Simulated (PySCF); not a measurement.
Species: C₉H₇ClO.
Bonds: O1–C2 (double), C2–C3, C3–C4, C4–C5, C5–C6 (aromatic), C6–Cl7, C6–C8 (aromatic), C8–C9 (aromatic), C9–C10 (aromatic), C10–C11 (aromatic), C2–C11, C5–C11 (aromatic). Hydrogens: H12, H13 on C3; H14, H15 on C4; H16 on C8; H17 on C9; H18 on C10.

The same species was optimised twice, with GFN2-xTB and with PBE0-D3(BJ)/def2-SVP (PySCF), and the same property calculations (PySCF, gas phase) were run on both structures.

```csv
coordinate,GFN2-xTB,PBE0-D3(BJ)/def2-SVP,change
C8–C9 (Å),1.388,1.400,+0.012
C2–C11 (Å),1.474,1.485,+0.011
C5–C6 (Å),1.383,1.393,+0.010
C4–C5 (Å),1.495,1.503,+0.008
C9–C10 (Å),1.384,1.391,+0.007
C6–C8 (Å),1.388,1.395,+0.007
C2–C3 (Å),1.522,1.528,+0.006
C10–C11 (Å),1.388,1.394,+0.006
C6–Cl7 (Å),1.731,1.733,+0.002
C3–C4 (Å),1.533,1.534,+0.001
C5–C11 (Å),1.395,1.395,0.000
O1=C2 (Å),1.206,1.205,-0.001
C5–C11–C10 (°),121.7,122.5,+0.8
O1–C2–C11 (°),127.2,126.6,-0.6
C6–C5–C11 (°),119.1,118.6,-0.5
C2–C11–C10 (°),128.5,128.0,-0.5
O1–C2–C3 (°),125.9,126.3,+0.4
C2–C11–C5 (°),109.8,109.5,-0.3
C5–C6–Cl7 (°),120.2,119.8,-0.4
C9–C10–C11 (°),118.3,118.0,-0.3
```

Rotational constants: A = 1717, B = 779.7, C = 539.7 MHz (GFN2-xTB) against A = 1696, B = 776.5, C = 536.3 MHz (PBE0-D3(BJ)/def2-SVP).

On the GFN2-xTB structure: HOMO (eV) -7.39 [PBE0/pcSseg-1]; LUMO (eV) -1.88 [PBE0/pcSseg-1]; dipole (D) 2.00 [PBE0/pcSseg-1]; GIAO shielding of O1 (ppm) -285.6 [PBE0/pcSseg-1]; GIAO shielding of C2 (ppm) -21.9 [PBE0/pcSseg-1]; GIAO shielding of C3 (ppm) 148.3 [PBE0/pcSseg-1]; GIAO shielding of C4 (ppm) 159.3 [PBE0/pcSseg-1]; GIAO shielding of C5 (ppm) 27.0 [PBE0/pcSseg-1]; GIAO shielding of C6 (ppm) 42.6 [PBE0/pcSseg-1]; GIAO shielding of Cl7 (ppm) 737.2 [PBE0/pcSseg-1]; GIAO shielding of C8 (ppm) 46.6 [PBE0/pcSseg-1].

What do these properties become on the PBE0-D3(BJ)/def2-SVP structure?

| property | level | on GFN2-xTB | on PBE0-D3(BJ)/def2-SVP | change |
| --- | --- | --- | --- | --- |
| HOMO (eV) | PBE0/pcSseg-1 | -7.39 | -7.40 | -0.01 |
| LUMO (eV) | PBE0/pcSseg-1 | -1.88 | -1.87 | +0.01 |
| dipole (D) | PBE0/pcSseg-1 | 2.00 | 1.95 | -0.05 |
| energy, GFN2-xTB geometry as zero (kcal/mol) | PBE0/pcSseg-1 | 0.0 | -0.2 | -0.2 |
| GIAO shielding of O1 (ppm) | PBE0/pcSseg-1 | -285.6 | -283.4 | +2.2 |
| GIAO shielding of C2 (ppm) | PBE0/pcSseg-1 | -21.9 | -22.2 | -0.3 |
| GIAO shielding of C3 (ppm) | PBE0/pcSseg-1 | 148.3 | 147.1 | -1.2 |
| GIAO shielding of C4 (ppm) | PBE0/pcSseg-1 | 159.3 | 157.7 | -1.6 |
| GIAO shielding of C5 (ppm) | PBE0/pcSseg-1 | 27.0 | 26.0 | -1.0 |
| GIAO shielding of C6 (ppm) | PBE0/pcSseg-1 | 42.6 | 40.8 | -1.8 |
| GIAO shielding of Cl7 (ppm) | PBE0/pcSseg-1 | 737.2 | 733.5 | -3.7 |
| GIAO shielding of C8 (ppm) | PBE0/pcSseg-1 | 46.6 | 44.5 | -2.1 |

The heavy atoms differ by 0.017 Å rms after alignment. Among bonds between heavy atoms C2–C11 and C8–C9 change most and about equally (+0.011 to +0.012 Å). Changes are differences of the printed values. Neither structure is proved a minimum here.
